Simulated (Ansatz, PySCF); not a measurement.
CH$_{5}$Si (SMILES [CH2][SiH3]), doublet, at a GFN2-xTB geometry. Base run: CAMB3LYP/6-31G* (PySCF).

PySCF was given this input:
```python
from pyscf import gto, scf, dft

mol = gto.M(
    atom='''
C     1.259539   -0.138707    0.003344
Si   -0.572538    0.065096   -0.002598
H     1.943862    0.690529   -0.023106
H     1.730563   -1.105604    0.044180
H    -1.145051   -0.396883    1.270890
H    -0.904062    1.476375   -0.200625
H    -1.167021   -0.743522   -1.075023
''',
    basis='6-31g*',
    charge=0,
    spin=1,
    verbose=4,
)

mf = dft.UKS(mol)
mf.xc = 'camb3lyp'
mf.kernel()
```

The same geometry, method and basis name were run in Ansatz (an electronic-structure program) and PySCF, at each program's defaults and at the settings that a row names. The base is PySCF at its defaults. Differences at the defaults can come from grids, fitting, cores and function types together.

```json
[
 {"code and settings": "PySCF, defaults (exact integrals, its default grid, spherical functions)", "ΔE vs base (mEh)": "0.000", "basis functions": "42", "E (Eh)": "-330.48678", "SCF cycles": "9", "dipole (D)": "0.64"},
 {"code and settings": "Ansatz, defaults (factorised integrals, its default grid, Cartesian functions)", "ΔE vs base (mEh)": "-2.511", "basis functions": "44", "E (Eh)": "-330.48929", "SCF cycles": "-", "dipole (D)": "-"},
 {"code and settings": "PySCF, density fitting with def2-universal-jkfit", "ΔE vs base (mEh)": "-0.045", "basis functions": "42", "E (Eh)": "-330.48682", "SCF cycles": "9", "dipole (D)": "0.64"},
 {"code and settings": "PySCF, fine grid", "ΔE vs base (mEh)": "0.000", "basis functions": "42", "E (Eh)": "-330.48678", "SCF cycles": "9", "dipole (D)": "0.64"},
 {"code and settings": "Ansatz, high accuracy, Cartesian functions as the basis file defines them", "ΔE vs base (mEh)": "-2.510", "basis functions": "44", "E (Eh)": "-330.48929", "SCF cycles": "-", "dipole (D)": "-"}
]
```

Open shells are given as the SCF converged; they aren't shown to be the lowest states, and a large step between rows can be another state.
